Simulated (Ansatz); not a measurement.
A structure relaxed at PBE-D4/def2-SVP in Ansatz, charge 0, singlet:

Cartesian coordinates in Å:
```
C -1.360 4.260 -3.526
C -1.366 3.135 -2.524
C -2.218 3.172 -1.398
C -2.270 2.111 -0.489
C -1.437 1.001 -0.695
S -1.502 -0.276 0.574
C -0.086 0.298 1.638
C 0.073 -0.418 2.838
C 1.035 -0.012 3.768
C 1.838 1.128 3.538
C 2.857 1.566 4.559
C 1.644 1.841 2.341
C 0.689 1.440 1.391
C -0.686 -1.741 -0.135
C 0.715 -1.815 -0.233
C 1.302 -2.974 -0.755
C 0.519 -4.072 -1.167
C 1.157 -5.304 -1.753
C -0.882 -3.972 -1.035
C -1.494 -2.818 -0.529
C -0.575 0.930 -1.795
C -0.553 1.999 -2.704
H -0.381 4.349 -4.038
H -2.126 4.089 -4.313
H -1.595 5.233 -3.051
H -2.871 4.045 -1.240
H -2.971 2.127 0.358
H -0.553 -1.303 3.040
H 1.162 -0.587 4.699
H 2.368 1.868 5.509
H 3.558 0.742 4.808
H 3.454 2.425 4.199
H 2.255 2.736 2.140
H 0.562 2.014 0.463
H 1.349 -0.984 0.106
H 2.399 -3.026 -0.839
H 0.571 -6.216 -1.524
H 2.190 -5.449 -1.381
H 1.216 -5.227 -2.861
H -1.517 -4.820 -1.337
H -2.593 -2.710 -0.469
H 0.064 0.051 -1.955
H 0.113 1.941 -3.579
Br -4.057 -0.775 -0.642
```

(1) Give its formula, name or SMILES.

(2) Summarise the bond lengths by kind (pairs closer than 1.2 times the sum of covalent radii, bridged metal pairs left out).

Answers

(1) tri-p-tolylsulfonium bromide, `Cc1ccc([S+](c2ccc(C)cc2)c2ccc(C)cc2)cc1.[Br-]`.

(2) 21 × C–C 1.40 to 1.51 Å; 3 × C–S 1.80 to 1.86 Å; 21 × C–H 1.10 to 1.11 Å.

Single mean-field runs in def2-SVP are fitted with def2-universal-jkfit.
